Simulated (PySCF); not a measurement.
C5H7FO2.
Cartesian coordinates in Å at the GFN2-xTB level; atoms count from 1:
```xyz
15
C5H7FO2 angstrom
C     -1.9001   -0.8794   -0.5344
C     -0.5703   -0.2450   -0.2843
C      0.5458   -0.9090   -0.0011
C      1.9066   -0.3171    0.1925
F      2.1121    0.7738   -0.6230
O     -0.6219    1.1401   -0.4369
C     -0.1144    1.9300    0.4979
O      0.3143    1.6044    1.5643
H     -1.8206   -1.9611   -0.5245
H     -2.2832   -0.5515   -1.4992
H     -2.6089   -0.5634    0.2301
H      0.4939   -1.9818    0.0941
H      2.6846   -1.0435   -0.0627
H      2.0423    0.0403    1.2225
H     -0.1846    2.9711    0.1429
```

Jobs on this species (15 atoms, 62 electrons) with PySCF (density fitting). Hardware of each: an Arm Neoverse N1 with one thread, shared host. Times come from a shared host and carry two figures at best. Peak memory is the resident size of the whole Python process, interpreter and libraries included.

| level and settings | work | basis functions | SCF cycles | wall time | peak memory |
| --- | --- | --- | --- | --- | --- |
| BLYP/6-311+G(2d,p), grid level 3, start guess atom | 6 singlets by TDA, 5 Tamm–Dancoff triplets, polarisability | 258 | ? | ? | ? |
| PBE0/6-31++G** | shieldings, charges and field gradients | 186 | 15 | 39 s | 0.76 GiB |
| PBE0/def2-SVPD | 6 singlets by full TDDFT, 2 Tamm–Dancoff triplets, polarisability | 225 | 15 | 62 s | 0.89 GiB |
| PBE0/pcSseg-1 | shieldings, charges and field gradients | 171 | 15 | 34 s | 0.76 GiB |
| PBE0/Sadlej pVTZ, IEF-PCM acetonitrile, fitting basis def2-universal-jkfit, start guess vsap | shieldings | 255 | 13 | 80 s | 1.2 GiB |

Question: Fill in the missing figures.

Answer: 
- BLYP/6-311+G(2d,p), grid level 3, start guess atom; 6 singlets by TDA, 5 Tamm–Dancoff triplets, polarisability: 95 s, 0.75 GiB, 14 SCF cycles

Question: What do all jobs in the table cost together?

Answer: About 5.2 min; the longest takes about 31 % of that, and about 2.8 times as long as the shortest.
